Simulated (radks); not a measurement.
Values are calculated unless marked as measured or tabulated.
Valence configurations of the iodine ion I+ (all share [Kr]). Code: a radial shooting solver on a logarithmic mesh with Libxc functionals. Model: scalar-relativistic Kohn-Sham, SCAN, spin-unpolarised, spherical densities, finite nucleus; meta-GGA in the generalised Kohn-Sham scheme; Fermi nuclear charge, rms radius 4.75 fm. Energies are relative to 4d10 5s2 5p4; eigenvalues in eV.

| valence | E (eV) | e(4d) | e(5p) | e(5s) |
|---|---|---|---|---|
| 4d10 5s2 5p4 | 0.000 | -60.910 | -15.612 | -26.927 |
| 4d9 5s2 5p5 | 47.911 | -67.670 | -17.116 | -29.159 |
| 4d10 5p6 | 22.795 | -63.578 | -16.786 | - |
| 4d10 5s1 5p5 | 11.359 | -62.263 | -16.217 | -27.619 |
| 4d9.5 5s1.5 5p5 | 29.152 | -64.958 | -16.669 | -28.399 |
| 4d8 5s2 5p6 | 101.07 | -74.381 | -18.575 | -31.303 |
| 4d9.5 5s2 5p4.5 | 23.299 | -64.296 | -16.370 | -28.055 |
| 4d9 5s1.5 5p5.5 | 53.943 | -68.312 | -17.406 | -29.493 |
| 4d9 5s1 5p6 | 59.996 | -68.946 | -17.690 | -29.815 |
| 4d10 5s1.5 5p4.5 | 5.669 | -61.592 | -15.919 | -27.281 |

NIST lists [Kr] 4d10 5s2 5p4 as the ground configuration; this level of theory agrees among the configurations tried. The energies are those of spherical spin-averaged densities, not of single terms.
